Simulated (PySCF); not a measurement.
# A small calculation by hand: entropy of an ideal gas

Si(Br)(NH2) (BrH2NSi), SMILES N[Si]Br (connectivity only; charge and spin as stated), neutral, multiplicity 1.

The structure is a stationary point at PBE0-D3(BJ)/def2-TZVP. The values are those of a single conformer.

PySCF with PBE0-D3(BJ)/def2-TZVP gives the harmonic wavenumbers 227, 380, 508, 539, 762, 880, 1565, 3568, 3676 cm⁻¹ and the rotational temperatures 0.9030, 0.1358, 0.1181 K. The molar mass is 124.01 g/mol, the symmetry number 1, the spin multiplicity 1.

**Question.** Work out the entropy at 298.15 K and 1 atm in the rigid-rotor, harmonic-oscillator model.

**Answer.** 
Translation (Sackur–Tetrode at 1 atm): S = R[1.5 ln M + 2.5 ln T − 1.16487] = 168.9 J/(mol K).
Rotation: q = (√π/σ) T^1.5/√(θA θB θC) = 75800, S = R[ln q + 3/2] = 105.9 J/(mol K).
Vibration: with u = 1.4388 ν/T, each mode gives R[u/(e^u − 1) − ln(1 − e^−u)]:
| ν (cm⁻¹) | modes | u | S (J/(mol K)) |
|---|---|---|---|
| 227 | 1 | 1.10 | 7.96 |
| 380 | 1 | 1.83 | 4.35 |
| 508 | 1 | 2.45 | 2.67 |
| 539 | 1 | 2.60 | 2.37 |
| 762 | 1 | 3.68 | 1.01 |
| 880 | 1 | 4.25 | 0.63 |
| 1565 | 1 | 7.55 | 0.04 |
The stiffer modes add less than 0.005 each. Sum 19.0 J/(mol K).
Spin: R ln 1 = 0.0 J/(mol K).
Total 293.8 J/(mol K); the program's own thermochemistry gives 293.8. Translation makes up 57 % and vibration 6 %. Anharmonicity, hindered rotation and orbital degeneracy are left out.
